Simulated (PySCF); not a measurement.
CH2O, triplet, at a GFN2-xTB geometry (a higher spin typed on purpose: for a closed-shell molecule this is an excited state); MP2/6-311G** in PySCF.

The PySCF input:
```python
from pyscf import gto, scf, mp

mol = gto.Mole()
mol.atom = '''
    C    -0.531391    0.098751    0.203776
    O     0.675825   -0.130935   -0.133377
    H    -1.284814   -0.641711   -0.114743
    H    -0.933441    1.096687   -0.040897
'''
mol.basis = '6-311g**'
mol.charge = 0
mol.spin = 2
mol.verbose = 4
mol.build()

mf = scf.UHF(mol)
mf.kernel()

pt = mp.MP2(mf, frozen=2)
pt.kernel()
print('E(MP2) = %.10f' % pt.e_tot)
```

Write the output that PySCF gives for this input, abridged.


```
PySCF version 2.14.0

[INPUT] verbose = 4
[INPUT] num. atoms = 4
[INPUT] num. electrons = 16
[INPUT] charge = 0
[INPUT] spin (= nelec alpha-beta = 2S) = 2
[INPUT] symmetry False subgroup None
[INPUT] Mole.unit = angstrom
[INPUT] Symbol           X                Y                Z      unit          X                Y                Z       unit  Magmom
[INPUT]  1 C     -0.531391000000   0.098751000000   0.203776000000 AA   -1.004183455059   0.186612344527   0.385080830759 Bohr   0.0
[INPUT]  2 O      0.675825000000  -0.130935000000  -0.133377000000 AA    1.277124158134  -0.247431290120  -0.252046001316 Bohr   0.0
[INPUT]  3 H     -1.284814000000  -0.641711000000  -0.114743000000 AA   -2.427946581007  -1.212658041121  -0.216832844711 Bohr   0.0
[INPUT]  4 H     -0.933441000000   1.096687000000  -0.040897000000 AA   -1.763947843440   2.072438074371  -0.077284129316 Bohr   0.0

nuclear repulsion = 30.1653361296787
number of shells = 24
number of NR pGTOs = 78
number of NR cGTOs = 48
basis = 6-311g**
ecp = {}

******** <class 'pyscf.scf.uhf.UHF'> ********
method = UHF
initial guess = minao
damping factor = 0
level_shift factor = 0
DIIS = <class 'pyscf.scf.diis.CDIIS'>
diis_start_cycle = 1
diis_space = 8
diis_damp = 0
SCF conv_tol = 1e-09
SCF conv_tol_grad = None
SCF max_cycles = 50
direct_scf = True
direct_scf_tol = 1e-13
number electrons alpha = 9  beta = 7
Set gradient conv threshold to 3.16228e-05
init E= -113.821163145339

cycle= 1 E= -113.682930971817  delta_E= 0.138  |g|= 0.395  |ddm|= 1.17
cycle= 2 E= -113.754008228558  delta_E= -0.0711  |g|= 0.341  |ddm|= 0.376
cycle= 3 E= -113.799834866365  delta_E= -0.0458  |g|= 0.0875  |ddm|= 0.178
cycle= 4 E= -113.81487840619  delta_E= -0.015  |g|= 0.0466  |ddm|= 0.106
cycle= 5 E= -113.820513901388  delta_E= -0.00564  |g|= 0.0194  |ddm|= 0.0779
cycle= 6 E= -113.821410169685  delta_E= -0.000896  |g|= 0.00913  |ddm|= 0.0322
cycle= 7 E= -113.821597744263  delta_E= -0.000188  |g|= 0.00374  |ddm|= 0.0187
cycle= 8 E= -113.821631055001  delta_E= -3.33e-05  |g|= 0.00149  |ddm|= 0.00939
cycle= 9 E= -113.821635266129  delta_E= -4.21e-06  |g|= 0.000413  |ddm|= 0.00329
cycle= 10 E= -113.821635661879  delta_E= -3.96e-07  |g|= 0.000104  |ddm|= 0.00125
cycle= 11 E= -113.821635677014  delta_E= -1.51e-08  |g|= 3.67e-05  |ddm|= 0.000225
cycle= 12 E= -113.821635678776  delta_E= -1.76e-09  |g|= 1.12e-05  |ddm|= 8.09e-05
cycle= 13 E= -113.82163567894  delta_E= -1.64e-10  |g|= 2.89e-06  |ddm|= 2.54e-05
Extra cycle  E= -113.82163567895  delta_E= -9.78e-12  |g|= 1.71e-06  |ddm|= 3.17e-06
converged SCF energy = -113.82163567895  <S^2> = 2.014451  2S+1 = 3.0096186

******** <class 'pyscf.mp.ump2.UMP2'> ********
nocc = (np.int64(7), np.int64(5)), nmo = (46, 46)
frozen orbitals 2
E(UMP2) = -114.104223797744  E_corr = -0.28258811879367
E(SCS-UMP2) = -114.099857584371  E_corr = -0.278221905421094
E_corr(same-spin) = -0.0702505813053573
E_corr(oppo-spin) = -0.212337537488312
E(MP2) = -114.1042237977
```
